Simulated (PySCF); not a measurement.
C₃H₁₃BSSi.
Z-matrix (Å and degrees, PBE0-D3(BJ)/def2-SVP geometry), rows numbered from 1:
```
C 
S   1  1.7985
C   2  1.7974  1  100.65
B   2  1.9799  1  103.90  3   105.65
C   4  1.6101  2  108.21  1    71.37
Si  5  1.8761  4  109.39  2   177.45
H   1  1.0994  2  109.64  3   -57.48
H   1  1.0979  2  106.76  3  -175.93
H   1  1.0984  2  110.11  3    65.35
H   3  1.0983  2  110.10  1   -64.52
H   3  1.0991  2  109.59  1    58.32
H   3  1.0978  2  106.52  1   176.46
H   4  1.2273  2  102.80  1   -51.70
H   4  1.2259  2   99.89  1  -168.11
H   5  1.1047  4  112.76  2    58.46
H   5  1.1054  4  113.41  2   -63.88
H   6  1.4980  5  111.16  4    59.14
H   6  1.5015  5  111.94  4   178.87
H   6  1.4973  5  111.27  4   -61.11
```

Level of theory: PySCF 2.14.0, density-fitted response routines, TDDFT B3LYP/def2-SVPD, vertical, gas phase, core orbitals frozen in the response.

Task: What does the calculation give for the low-lying excited states?

Result: 

```
state  E (eV)  λ (nm)  ν̃ (cm⁻¹)       f  main configurations (H = HOMO, L = LUMO)
   S1    6.37   194.7      51370   0.010                                 H→L (92%)
   S2    6.67   185.9      53790   0.025                  H→L+1 (82%), H-1→L (10%)
   S3    6.73   184.4      54240   0.012                  H-1→L (84%), H→L+1 (12%)
   S4    6.93   178.9      55900  0.0042                             H-1→L+1 (87%)
   S5    7.02   176.6      56630   0.046                               H-2→L (85%)
   S6    7.13   173.9      57500   0.018                               H→L+2 (95%)
```

The lowest singlet lies at 6.37 eV (195 nm, vacuum ultraviolet) and is weak; its leading configuration is HOMO→LUMO (92%). The strongest level in the table is S5 at 7.02 eV (177 nm, f = 0.046). Löwdin shares by element: HOMO sulfur 28%, carbon 21% or more, silicon 14%, boron 11% (atoms not listed hold the other 26%); LUMO sulfur 45%, carbon 22% or more, hydrogen 5% or more (atoms not listed hold the other 29%). Of the 6 states listed, 5 reach f = 0.01 and none stays under 0.0005. Weighted by f, the mean energy of these states is 6.87 eV. Orbital energies (eV): HOMO-3 -8.44, HOMO-2 -7.96, HOMO-1 -7.69, HOMO -7.47, LUMO -0.12, LUMO+1 -0.06, LUMO+2 0.48. No computed singlet lies in the visible range (380 to 750 nm); the lowest, at 195 nm, stands 3.11 eV above its violet end (3.26 eV). Only the lowest 6 singlets were computed, as vertical energies without vibronic structure.

Rough CPU time on one thread of a shared machine: about 1.8 min.

One conformer stands for the species.
